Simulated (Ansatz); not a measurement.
These are B3LYP-D3(BJ)/def2-TZVP // PBE0-D3(BJ)/def2-SVP in Ansatz (an electronic-structure program) values and carry that method's errors. Isolated molecules, 0 K electronic values unless said otherwise. One relaxed conformer stands for a flexible species; it need not be the lowest. B3LYP has the VWN-RPA correlation part, as in Gaussian.  In the def2 sets, heavy atoms carry core potentials.

Reference species (SMILES): `[Cl][Sn]([Cl])([CH3])[Cl]` (neutral, multiplicity 1).

```json
{
 "LUMO": "-2.54 eV",
 "vertical ionisation energy (Delta-SCF)": "10.78 eV",
 "HOMO": "-8.83 eV"
}
```

After one change: the LUMO falls by 0.09 eV; the vertical ionisation energy (Delta-SCF) decreases by 1.98 eV; the HOMO rises by 1.74 eV.

Question: What was changed between the two runs? The new species is one of these.
A) `[Cl][Sn]([Cl])([Cl])[c]1ccccc1`
B) `C=[CH][Sn]([Cl])([Cl])[Cl]`
C) `FC(F)(F)[CH2][Sn]([Cl])([Cl])[Cl]`
D) `[Cl][Sn]([Cl])([Cl])[CH2]c1ccccc1` (Sn–C–C–C torsion 89°)

Answer: D, `[Cl][Sn]([Cl])([Cl])[CH2]c1ccccc1` (Sn–C–C–C torsion 89°)
